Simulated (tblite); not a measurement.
C₄H₂Cl₂F₃ (doublet state).
Cartesian coordinates in Å at the GFN2-xTB level; atoms count from 1:
```xyz
11
C4H2Cl2F3 angstrom
C     -0.9015   -1.0899   -0.6147
C     -0.2195   -0.0598   -0.0410
C     -0.8114    1.0668    0.5481
Cl    -2.5010    1.2363    0.5928
Cl     0.0789    2.3343    1.2504
C      1.2962   -0.1064   -0.0223
F      1.7931   -0.0831    1.2242
F      1.8490    0.9281   -0.6745
F      1.7802   -1.2115   -0.5966
H     -1.9741   -1.0881   -0.6439
H     -0.3846   -1.9241   -1.0485
```

Computed values, GFN2-xTB/tblite, gas phase, harmonic and unscaled. The method is semi-empirical: single wavenumbers can be off by several per cent or more. One conformer, not necessarily the lowest. Open shells enter through the occupations alone, without spin polarisation, and single modes of such species can be off by tens of per cent.

Harmonic wavenumbers (cm⁻¹): 54.5, 60.7, 135.6, 196.2, 236.6, 254.9, 287.9, 338.6, 361.2, 450.1, 469.9, 552.0, 565.3, 617.4, 626.5, 784.0, 798.3, 859.0, 1016.0, 1052.0, 1079.8, 1145.1, 1329.6, 1382.5, 1496.0, 3143.8, 3184.8.

A = 1830, B = 894.8, C = 671.1 MHz; mass 176.949 u (most abundant isotopes); point group Cs, symmetry number 1; spin multiplicity 2.

Question: Zero-point energy?

Answer: ½Σν̃ = 11239 cm⁻¹ = 32.13 kcal/mol.

Question: What is S at 350 K and 1 bar for an ideal gas of classical rigid rotors and harmonic oscillators?

Answer: Translation 42.24, rotation 30.54, vibration 30.30, spin (R ln 2) 1.38: S = 104.5 cal/(mol K).

Question: And Cp and H(350 K) − H(0)?

Answer: Cp = 37.55 cal/(mol K), of which vibrations give 29.60 (their classical limit is 27 R = 53.7); H(350 K) − H(0) = 8.35 kcal/mol without the zero-point energy, 5.57 from vibrations.

Question: How do the functions run with temperature in this model?

Answer: 
| T (K) | S (cal/(mol K)) | Cp (cal/(mol K)) | H − H(0) (kcal/mol) | G − H(0) (kcal/mol) | ln q(vib) |
| --- | --- | --- | --- | --- | --- |
| 100 | 71.4 | 17.4 | 1.22 | -5.91 | 1.46 |
| 200 | 86.5 | 27.0 | 3.46 | -13.84 | 3.74 |
| 300 | 98.9 | 34.5 | 6.55 | -23.12 | 6.09 |
| 500 | 119.1 | 44.3 | 14.53 | -45.01 | 10.56 |
| 800 | 141.7 | 51.5 | 29.05 | -84.31 | 16.41 |
| 1000 | 153.5 | 54.0 | 39.62 | -113.86 | 19.78 |

q(vib) and H(0) count from the zero-point level.

Question: What must be added to the electronic energy to get the Gibbs energy at 350 K and 1 bar?

Answer: ZPE + [H(350 K) − H(0)] − T·S = 32.13 + 8.35 − 36.56 = 3.92 kcal/mol.

Question: Which modes carry the vibrational entropy at 350 K?

Answer: 54.5 cm⁻¹: 4.96; 60.7 cm⁻¹: 4.75; 135.6 cm⁻¹: 3.17; 196.2 cm⁻¹: 2.47; 236.6 cm⁻¹: 2.12; 254.9 cm⁻¹: 1.98 cal/(mol K); the other 21 give 10.84 together.

Question: Blend soft modes into free rotors: weight 1/[1 + (100 cm⁻¹/ν̃)⁴] for the oscillator and the rest for a rotor with moment μB/(μ + B), μ = h/(8π²ν), B = 10⁻⁴⁴ kg m². What vibrational entropy results?

Answer: 27.87 cal/(mol K) in place of 30.30, which changes −T·S at 350 K by +0.85 kcal/mol.

Hindered rotation and anharmonicity are outside this model. Other conformers, if any are populated, would add a mixing term that is left out.

The run took 0.35 s of wall time on one thread, Arm Neoverse V2 (aarch64), shared host with 32 logical CPUs at a one-minute load of 28. This covers the Hessian and the dipole derivatives.
